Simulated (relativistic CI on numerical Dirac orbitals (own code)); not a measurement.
# Fe3+ (3d5) in a crystal field

Calculated by Dirac-Coulomb-Breit CI, separate exchange-only KLI orbitals for each configuration, QED by a radiative potential, one configuration in a parametric crystal field, unscaled Slater integrals (own radial code). With so little scaling, terms lie 10 to 35 % too far apart, which can change the order of excited levels.

Field parameters in Wybourne normalisation: Oh B⁴₀ = 21Dq, B⁴₄ = √(5/14) B⁴₀. The field is a parameter set, without covalency.

S is read from ⟨S²⟩ = S(S + 1).

Levels (cm⁻¹, degeneracy): 0 (6), 34850 (2), 34864 (4), 34914 (4), 34962 (2), 36430 (2), 36463 (4), 36493 (2), 36508 (4), 36772 (4), 36774 (2), 36789 (4).

Q: Which field gives this pattern?
A. Oh, 10Dq = 37100 cm⁻¹
B. Oh, 10Dq = 14050 cm⁻¹
C. Oh, 10Dq = 17300 cm⁻¹
D. Oh, 10Dq = 4100 cm⁻¹

A: D. Oh, 10Dq = 4100 cm⁻¹, ground level with S = 2.50.
